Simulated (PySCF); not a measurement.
Species: C₃H₈GeS.
Atom-mapped SMILES: `[SH:1][C@@H:2]1[CH2:3][CH2:4][GeH2:5]1` (hydrogens: H6 on S1; H7 on C2; H8, H9 on C3; H10, H11 on C4; H12, H13 on Ge5)

Computed by this run: PBE0-D3(BJ)/def2-SVP geometry optimisation, gas phase in PySCF; density fitting, grid level 1; the optimiser is geomeTRIC in internal coordinates, started from a GFN2-xTB structure with every atom displaced at random (about 0.01 Å).

Step 0: E = -70566.8793 eV
```
atom  x, y, z in Å  |  force x, y, z in eV/Å
S1      1.4213   -1.0466    1.4612   -0.886  -0.209  -0.051
C2      0.6252   -0.7863   -0.1784    0.624  -0.248   0.422
C3      0.5272    0.6951   -0.5850    1.363  -0.032   0.691
C4     -0.7654    1.1159    0.0400   -1.634   0.122   0.097
Ge5    -1.3579   -0.8051    0.0855    0.972   0.926   0.276
H6      2.5747   -0.4592    1.1650    0.635   0.298  -0.153
H7      1.1632   -1.4201   -0.8883   -0.177  -0.223  -0.250
H8      0.5115    0.7646   -1.6706   -0.114   0.054  -0.498
H9      1.3945    1.3033   -0.2235   -0.237  -0.273  -0.332
H10    -1.3608    1.8334   -0.5359   -0.105   0.075  -0.070
H11    -0.6720    1.5140    1.0548    0.142  -0.068   0.204
H12    -2.1423   -1.3007   -1.0793   -0.465  -0.238  -0.837
H13    -1.9134   -1.4251    1.3441   -0.117  -0.183   0.501
```

Problem. Estimate the geometry and energy of step 1. (The exact step hangs on the optimiser's Hessian estimate; all steps are aligned on step 0, rigid shifts and turns removed.)

Solution. E = -70567.0104 eV, largest force 0.394 eV/Å
```
atom  x, y, z in Å  |  force x, y, z in eV/Å
S1      1.3923   -0.9961    1.4933    0.280   0.028   0.050
C2      0.6685   -0.8030   -0.1512   -0.045   0.150  -0.054
C3      0.5315    0.6721   -0.5948   -0.184   0.075  -0.046
C4     -0.7945    1.1151    0.0722    0.157  -0.102  -0.036
Ge5    -1.3152   -0.7897    0.0888   -0.350  -0.068  -0.167
H6      2.6044   -0.4209    1.2379   -0.241  -0.109   0.029
H7      1.1492   -1.4664   -0.8822   -0.019  -0.071   0.014
H8      0.4196    0.6995   -1.6914   -0.037  -0.046  -0.049
H9      1.4026    1.3012   -0.3619    0.142   0.062   0.094
H10    -1.3839    1.8622   -0.4742   -0.045  -0.030  -0.021
H11    -0.6333    1.4629    1.1000    0.025   0.037   0.083
H12    -2.1079   -1.1956   -1.1948    0.213  -0.009   0.274
H13    -1.9275   -1.4582    1.3480    0.105   0.083  -0.172
```

The energy changes by -0.1310 eV. The first-order estimate −F·Δx gives -0.3394 eV and the mean of the old and new forces, exact on a quadratic surface, -0.1327 eV. The step makes an angle of 70° with the force vector and moves no atom by more than 0.160 Å.

What follows is the cost of the whole optimisation. On an Arm Neoverse V2 with one thread, on a shared host, this took 47 s and 0.52 GiB of memory at its peak.
